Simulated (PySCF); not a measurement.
PySCF 2.14 output of an unrestricted M06-L calculation on a single atom or ion in def2-SVP with the def2 core potential (28 electrons), with a scalar-relativistic core potential:

```
SCF conv_tol = 1e-09
number electrons alpha = 9  beta = 8
    Y. Zhao and D. G. Truhlar.,  J. Chem. Phys. 125, 194101 (2006)
    Y. Zhao and D. G. Truhlar.,  J. Chem. Phys. 125, 194101 (2006)
    Y. Zhao and D. G. Truhlar.,  Theor. Chem. Acc. 120, 215 (2008)
cycle= 1 E= -127.605924268786  delta_E= -0.00372  |g|= 0.00943  |ddm|= 0.163
cycle= 2 E= -127.605988804728  delta_E= -6.45e-05  |g|= 0.00439  |ddm|= 0.0333
cycle= 3 E= -127.606000245834  delta_E= -1.14e-05  |g|= 0.00195  |ddm|= 0.00905
cycle= 4 E= -127.606002763898  delta_E= -2.52e-06  |g|= 0.000203  |ddm|= 0.00431
cycle= 5 E= -127.606002878397  delta_E= -1.14e-07  |g|= 2.04e-05  |ddm|= 0.00179
cycle= 6 E= -127.606002879078  delta_E= -6.8e-10  |g|= 2.11e-06  |ddm|= 0.000134
converged SCF energy = -127.606002879078  <S^2> = 0.76121295  2S+1 = 2.0111817
```

The run itself started from symmetry-adapted Hartree-Fock orbitals and held the occupation by maximum overlap, on a logarithmic radial grid, so the iterations belong to that start.

Which element, charge and spin multiplicity is this?

Pd⁺ (palladium, charge +1), multiplicity 2; the state was [Kr] 4d9, 2D determinant.

Energies and moments cover only the electrons outside the core potential.
